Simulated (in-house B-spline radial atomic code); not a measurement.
RPA and G0W0 for Xe7+, [Kr] 4d10 5s1, highest spin, as one setting changes: the share of exact exchange in the PBE hybrid start. A dash marks a level of low quasi-particle weight. Computed with an all-electron radial atomic-structure program (B-spline basis): all electrons, scalar-relativistic (spin-free one-electron X2C), finite nucleus, each spin shell either full or empty, empty states to l = 9 with an (l + 1/2)⁻⁴ tail; G0W0 by contour deformation at full frequency.

```csv
share of exact exchange in the PBE hybrid start,mean-field level (eV),G0W0 level (eV),RPA correlation (Eh)
0,-100.37,5s up -106.90,-3.8206
0.1,-100.86,5s up -106.85,-3.7909
0.2,-101.34,5s up -106.80,-3.7621
0.3,?,?,?
0.4,?,?,?
0.5,-102.78,5s up -106.66,-3.68
0.6,-103.26,5s up -106.62,-3.654
0.7,-103.74,5s up -106.57,-3.6286
0.8,-104.22,5s up -106.53,-3.6038
0.9,-104.69,5s up -106.49,-3.5795
1,-105.16,5s up -106.45,-3.5558
```

**Question.** What belongs in the row for 0.3?

**Answer.** mean-field level (eV): -101.82; G0W0 level (eV): 5s up -106.76; RPA correlation (Eh): -3.734.

**Question.** What belongs in the row for 0.4?

**Answer.** mean-field level (eV): -102.30; G0W0 level (eV): 5s up -106.71; RPA correlation (Eh): -3.7066.
